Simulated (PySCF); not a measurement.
PySCF input:

```python
from pyscf import gto, scf, dft

mol = gto.M(
    atom='''
    Sn   -0.23674923   -0.10617803   -0.19253129
    O     1.32786693    0.48413179    1.06256318
    H     1.21452635    1.43584692    1.12605885
    ''',
    basis='def2-tzvpd',
    ecp='def2-tzvp',
    charge=-1,
    spin=0,
    verbose=4,
)

mf = dft.RKS(mol, xc='mn15').density_fit(auxbasis='def2-universal-jkfit')
mf.grids.level = 4
mf.conv_tol = 1e-9
mf.max_cycle = 100
mf.max_memory = 1500
mf.kernel()
if not mf.converged:
    mf = mf.newton()
    mf.kernel(mf.make_rdm1())
mf.analyze()
```

Q: What final total energy does it print?

A: -289.63303 Eh (MN15/def2-TZVPD).
